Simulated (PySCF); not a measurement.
## From computed data to an observable: entropy of an ideal gas

SiH2FBr, SMILES F[SiH2]Br.

Geometry: PBE0-D3(BJ)/def2-TZVP.

PBE0-D3(BJ)/def2-TZVP run with PySCF 2.14.0 gives the harmonic wavenumbers 213, 446, 609, 725, 878, 911, 960, 2275, 2289 cm⁻¹ and the rotational temperatures 0.9346, 0.1215, 0.1105 K. The molar mass is 129.00 g/mol, the symmetry number 1, the spin multiplicity 1.

### Question
Work out the entropy at 298.15 K and 1 atm in the rigid-rotor, harmonic-oscillator model.

### Answer

Translation (Sackur–Tetrode at 1 atm): S = R[1.5 ln M + 2.5 ln T − 1.16487] = 169.4 J/(mol K).
Rotation: q = (√π/σ) T^1.5/√(θA θB θC) = 81500, S = R[ln q + 3/2] = 106.5 J/(mol K).
Vibration: with u = 1.4388 ν/T, each mode gives R[u/(e^u − 1) − ln(1 − e^−u)]:
```json
[
 {"ν (cm⁻¹)": "213", "modes": "1", "u": "1.03", "S (J/(mol K))": "8.44"},
 {"ν (cm⁻¹)": "446", "modes": "1", "u": "2.15", "S (J/(mol K))": "3.38"},
 {"ν (cm⁻¹)": "609", "modes": "1", "u": "2.94", "S (J/(mol K))": "1.82"},
 {"ν (cm⁻¹)": "725", "modes": "1", "u": "3.50", "S (J/(mol K))": "1.16"},
 {"ν (cm⁻¹)": "878", "modes": "1", "u": "4.24", "S (J/(mol K))": "0.64"},
 {"ν (cm⁻¹)": "911", "modes": "1", "u": "4.40", "S (J/(mol K))": "0.56"},
 {"ν (cm⁻¹)": "960", "modes": "1", "u": "4.63", "S (J/(mol K))": "0.46"}
]
```
The stiffer modes add less than 0.005 each. Sum 16.5 J/(mol K).
Spin: R ln 1 = 0.0 J/(mol K).
Total 292.3 J/(mol K); the program's own thermochemistry gives 292.3. Translation makes up 58 % and vibration 6 %. Anharmonicity, hindered rotation and orbital degeneracy are left out.
